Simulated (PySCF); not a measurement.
**Ge: ionisation energy**

Ge [Ar] 3d10 4s2 4p2 (3P) → Ge⁺ [Ar] 3d10 4s2 4p1 (2P), as a difference of total energies. All numbers are calculated (PySCF 2.14, no relativity, point nucleus, in pcseg-2 (6s5p3d1f, 43 functions)). Correlated levels: valence: [Ar] 3d10 frozen. The calculations carry no spin-orbit coupling.

```tsv
method	ionisation energy (eV)	difference from reference (eV)
UHF	7.448	-0.477
MN15	8.003	+0.078
BP86	8.035	+0.110
MP2 (valence)	7.790	-0.135
SCS-MP2 (valence)	7.716	-0.209
CCSD (valence)	7.818	-0.107
CCSD(T) (valence)	7.844	-0.081
```

Reference: 7.925 eV (measured; NIST levels, between the centres of gravity of the two terms).

These non-relativistic numbers lack the scalar-relativistic shift.

Errors of the correlated levels include the incompleteness of this basis and the frozen core.
